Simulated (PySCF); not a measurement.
## Iron: a sound run and one with changed settings

Sound run: Fe⁺ [Ar] 3d6 4s1, Fe²⁺ [Ar] 3d6. Computed with PySCF 2.14 in cc-pVTZ, with no relativity, point nucleus. The sound run starts from symmetry-adapted Hartree-Fock orbitals and uses a fine grid where one is needed.

Changed run: initial guess minao, at most 8 SCF cycles. This setting is unsound on purpose.

| species | method | sound run (hartree) | changed run (hartree) | converged |
| --- | --- | --- | --- | --- |
| Fe⁺ | UHF | -1262.21985 | -1262.21985 | no |
| Fe⁺ | PBE0 | -1263.18506 | -1263.18506 | no |
| Fe⁺ | PBE | -1263.14918 | -1263.14918 | no |
| Fe²⁺ | UHF | -1261.66443 | -1261.66443 | no |
| Fe²⁺ | PBE0 | -1262.58572 | -1262.58572 | no |
| Fe²⁺ | PBE | -1262.53758 | -1262.53758 | no |

The SCF was stopped early; the energies are upper bounds that still move, and correlated levels were skipped or rest on poor orbitals.
